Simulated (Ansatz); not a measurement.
Sn(OEt)H3 (C₂H₈OSn), 12 atoms. Hardware: 2 threads of Arm Neoverse V1 on a shared host.

In the def2 sets Sn takes a core potential; there is no spin–orbit coupling. Correlated methods freeze 7 core orbitals; core or outer-core shells of Sn are correlated, in sets that lack core-valence functions.

Question: How many basis functions does each of these Ansatz runs have, and roughly what does it cost? PBE-D4/def2-SVP, charge 0 singlet, energy, from earlier orbitals; MP2/def2-TZVP, charge 0 singlet, energy, from earlier orbitals; PBE0-D4/def2-SVP, charge 0 singlet, energy with a search over starts; BLYP-D4/def2-TZVP, charge 0 singlet, energy, from earlier orbitals; PBE-QIDH/def2-TZVP, charge 0 singlet, energy, from earlier orbitals; PBE-D4/def2-TZVP, charge 0 singlet, energy and forces, from earlier orbitals; PBE0-D4/def2-SVP, charge 0 singlet, relaxation, 6 steps; r2SCAN-D4/def2-TZVP, charge 0 singlet, energy, from earlier orbitals; HSE06-D4/def2-TZVP, charge 0 singlet, energy, from earlier orbitals; PBE0-D4/def2-TZVP, charge 0 singlet, energy, from earlier orbitals; CCSD(T)/def2-SVP, charge 0 singlet, energy, from earlier orbitals; PBE0-D4/def2-SVP, charge 0 singlet, energy, from earlier orbitals.

Answer: Other jobs shared the machine, so times can vary by a factor of up to 3. A dash marks memory too small to be measured apart from the calling script's.

| run | functions | fitting or Cholesky vectors | wall time | peak host memory (GiB) |
| --- | --- | --- | --- | --- |
| PBE-D4/def2-SVP, charge 0 singlet, energy, from earlier orbitals | 108 | 1214 | 1.6 s | – |
| PBE0-D4/def2-SVP, charge 0 singlet, energy, from earlier orbitals | 108 | 1277 | 1.9 s | – |
| BLYP-D4/def2-TZVP, charge 0 singlet, energy, from earlier orbitals | 191 | 1251 | 3.1 s | – |
| PBE0-D4/def2-SVP, charge 0 singlet, energy with a search over starts | 108 | 1277 | 3.1 s | – |
| PBE-D4/def2-TZVP, charge 0 singlet, energy and forces, from earlier orbitals | 191 | 1251 | 3.5 s | – |
| MP2/def2-TZVP, charge 0 singlet, energy, from earlier orbitals | 191 | 1480 | 3.6 s | – |
| PBE0-D4/def2-TZVP, charge 0 singlet, energy, from earlier orbitals | 191 | 1324 | 3.9 s | – |
| HSE06-D4/def2-TZVP, charge 0 singlet, energy, from earlier orbitals | 191 | 1324 | 4.1 s | – |
| r2SCAN-D4/def2-TZVP, charge 0 singlet, energy, from earlier orbitals | 191 | 1251 | 6 s | – |
| PBE-QIDH/def2-TZVP, charge 0 singlet, energy, from earlier orbitals | 191 | 1480 | 7 s | – |
| CCSD(T)/def2-SVP, charge 0 singlet, energy, from earlier orbitals | 108 | 1177 | 15 s | 0.59 |
| PBE0-D4/def2-SVP, charge 0 singlet, relaxation, 6 steps | 108 | 1276 | 23 s | – |
